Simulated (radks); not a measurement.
Task: Spherical quantum dot in the effective-mass picture: electrons in a parabolic well V = omega^2 r^2 / 2 with omega = 0.341, with a point charge +2 (a donor) at the centre, all in effective atomic units (hartree* = m*/eps^2 hartree, bohr* = eps/m* bohr), one dielectric constant everywhere. Method: non-relativistic Kohn-Sham, exchange-only LDA, spin-polarised, spherical densities; computed with a radial shooting solver with Libxc functionals. Levels are named by radial order and angular momentum (1s, 1p, 1d, 2s, ...), and open shells are averaged over m. Results are scaled to m* = 0.101 and eps = 12.6, for which hartree* = 17.31 meV and bohr* = 6.602 nm. At N = 2 the configuration is 1s2. Does electron 3 go into 2s up or 1p up?

Result: Into 1p up. The total energies of the other choices lie higher by 0.627 meV (2s up).
